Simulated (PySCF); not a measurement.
**How methods differ on the excitation energy of Cl(2+)**

Cl(2+) [Ne] 3s2 3p3 (4S) → Cl(2+) [Ne] 3s1 3p4 (4P), as a difference of total energies. Computed with PySCF 2.14 in x2c-QZVPPall (9s6p4d2f1g, 70 functions), with the spin-free X2C one-electron Hamiltonian (Gaussian nucleus). Correlated levels: valence: [Ne] frozen. The calculations carry no spin-orbit coupling.

```json
{"method": "UHF", "excitation energy (eV)": "13.016"}
{"method": "MP2 (valence)", "excitation energy (eV)": "12.955"}
{"method": "SCS-MP2 (valence)", "excitation energy (eV)": "12.945"}
{"method": "CCSD (valence)", "excitation energy (eV)": "12.391"}
{"method": "CCSD(T) (valence)", "excitation energy (eV)": "12.265"}
```

Question: How much does correlation contribute at CCSD(T) (valence)?

Answer: 12.265 − (13.016) = -0.751 eV, measured against UHF.

A first-order spin-orbit estimate (lowest level to lowest level, LS coupling) adds -0.047 eV.

The coupled-cluster amplitudes are large for the upper state (T1 above 0.03 or a double amplitude above 0.15), so a single reference is strained.
